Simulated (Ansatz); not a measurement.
The same ligand exchange along the group Al, Ga, In.

Calculated with Ansatz (gas phase, PBE0-D4/def2-TZVP geometries, no zero-point term in ΔE). CBS: MP2 limit from def2 TZ/QZ plus the TZ coupled-cluster correction, frozen cores. This one scheme is used for every species. Elements past krypton have def2 core potentials. For Ga, In, Sn outer-core shells are correlated without core-valence functions, which leaves a few kJ/mol of doubt a bond. Scalar relativity is left out up to krypton. Each species was taken in one conformer, which may not be the lowest.

```csv
reaction,HF/CBS(def2) (kcal/mol)
`[AlH2][SiH3]` + `[OH][SnH2][OH]` → `[OH][SnH2][O][SiH3]` + `[AlH3]`,-30.0
`[SiH3][GaH2]` + `[OH][SnH2][OH]` → `[OH][SnH2][O][SiH3]` + `[GaH3]`,-27.4
`[SiH3][InH2]` + `[OH][SnH2][OH]` → `[OH][SnH2][O][SiH3]` + `[InH3]`,-24.2
```

Question: Give the CCSD(T)/CBS values in the same order. (Estimate.)

Answer: The calculation gave: -23.5, -20.2, -17.1 kcal/mol.

Largest T1 diagnostic: 0.014, for `[InH3]`.
